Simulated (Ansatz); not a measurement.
CH$_{5}$NSSi (`C1N[SiH2]S1`), charge 0, multiplicity 1.

Question: Give a relaxed structure at PBE0-D4/def2-TZVP (Ansatz 0.2.0). (An estimate is asked.)

Answer: Ansatz gave: 
```xyz
9

C     1.166    0.115    0.302
N    -0.016   -0.718    0.430
Si   -1.179    0.234   -0.397
S     0.438    1.626   -0.482
H     1.933   -0.301   -0.358
H     1.616    0.386    1.261
H     0.096   -1.708    0.563
H    -1.678   -0.286   -1.702
H    -2.376    0.651    0.382
```
This is one stationary point; other conformers may exist.
